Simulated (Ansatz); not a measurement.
# Energy profile

The step: HfCl₄ ([Cl][Hf]([Cl])([Cl])[Cl]) + H₂ → HfHCl₃ ([Cl][HfH]([Cl])[Cl]) + HCl (still joined by a long Hf–Cl bond); bonds formed: Hf1–H7, Cl2–H6; bonds broken: H6–H7; bonds weakened to dative contacts: Hf1–Cl2 (atoms numbered as in the saddle structure below).

| atom | x (Å) | y (Å) | z (Å) |
| --- | --- | --- | --- |
| Hf1 | -0.4332 | -0.4198 | 0.3043 |
| Cl2 | 0.9461 | 1.3079 | -1.6582 |
| Cl3 | -0.0637 | -2.0795 | -1.2919 |
| Cl4 | -0.9492 | -1.5604 | 2.2495 |
| Cl5 | -2.2095 | 1.0537 | -0.0281 |
| H6 | 1.6004 | 1.3185 | -0.5374 |
| H7 | 1.1092 | 0.3796 | 0.9616 |

Electronic energies by CCSD(T) at an estimated basis limit (MP2 extrapolated from triple and quadruple zeta, plus CCSD(T) − MP2 in triple zeta), on PBE0-D4/def2-TZVP structures; HfH2Cl4, singlet; no counterpoise correction. Program: Ansatz 0.2.0. Basis: def2-TZVPP and def2-QZVPP. Cores are frozen in the correlated methods. Core potentials replace the inner electrons of the atoms past krypton. Extrapolation: Hartree–Fock as exp(−7.88 √X), correlation as X^−2.97.

Task: Give the profile in kcal/mol, counted from the separated reactants. (To be estimated.)

Result: The calculation gives:
| point | kcal/mol |
| --- | --- |
| separated: HfCl4 (linked as [Cl][Hf]([Cl])([Cl])[Cl]; Hf1, Cl2, Cl3, Cl4, Cl5; singlet) + H2 (H6, H7; singlet) | 0.00 |
| start structure | -0.79 |
| saddle | 41.08 |
| end structure | 40.33 |
| separated: HfHCl3 (linked as [Cl][HfH]([Cl])[Cl]; Hf1, Cl3, Cl4, Cl5, H7; singlet) + HCl (Cl2, H6; singlet) | 44.90 |

No T1 diagnostic of these runs exceeds 0.015.

For scale, one of the runs: CCSD(T)/def2-TZVPP, 252 basis functions, launched by `ansatz run in.yaml --threads 8 --pin off --events-out ev --progress --plain --max-ram 19148MiB`. The run took 2.4 min on 8 CPU threads of an Arm Neoverse V1 (shared host), with 5.5 GiB of host memory at its peak.
